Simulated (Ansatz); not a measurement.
Basis-set extrapolation for `C=C[SiH2][SiH2]Cl` (PBE0-D4/def2-TZVP geometry, frozen core, the Gaussian-basis code of Ansatz). Multiplicity 1, RHF reference.

```json
{"": "HF", "def2-TZVPP": "-1117.270388", "def2-QZVPP": "-1117.304575"}
{"": "MP2 correlation", "def2-TZVPP": "-0.757294", "def2-QZVPP": "-0.816445"}
{"": "CCSD(T) correlation", "def2-TZVPP": "-0.862575", "def2-QZVPP": "not run"}
```

Energies in hartree. Use E(X) = E(∞) + A·exp(−7.88·√X) for Hartree–Fock and E(X) = E(∞) + B·X^(−2.97) for correlation, with X = 3 and 4, and add CCSD(T) minus MP2 of the smaller set to the MP2 limit.

Problem. What is the CCSD(T) energy at the basis-set limit?

Solution. HF limit: -1117.304575 + (-0.034187) × 0.13774 = -1117.30928. MP2 limit: -0.816445 + (-0.059151) × 0.74074 = -0.86026. Higher-order term: -0.862575 − (-0.757294) = -0.10528. Total: -1118.27482 hartree, 372.4 kJ/mol below CCSD(T)/def2-TZVPP.
